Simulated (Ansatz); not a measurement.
(LiF)2 ring (Li₂F₂), relaxed as a singlet with RKS r2SCAN-D4/def2-TZVP in Ansatz, starting from the GFN2-xTB geometry. Force threshold 0.02 eV/Å.

Start:

```xyz
4

Li    0.292    0.697   -0.862
F     0.546    0.781    0.814
Li   -0.292   -0.697    0.862
F    -0.546   -0.781   -0.814
```

Estimate the energy that the relaxation releases and the steps that it takes.

0.8 kcal/mol, in 4 steps; 3 s on 4 threads of Arm Neoverse V2 on a shared host. No frequencies were taken in this run, so the end may be a saddle point.

Does the start keep its bonding and symmetry?

By distances, no bond broke or formed. The bond that changes most is Li1–F2, from 1.70 to 1.72 Å (atoms count from 1). Point group D2h at the start, D2h at the end, both within 0.05 Å.

Predict the relaxed structure.


```xyz
4

Li    0.2849    0.6804   -0.8428
F     0.5710    0.8167    0.8522
Li   -0.2849   -0.6804    0.8428
F    -0.5710   -0.8167   -0.8523
```
Bond lengths (bridged metal pairs left out): 4 × F–Li 1.72 Å.
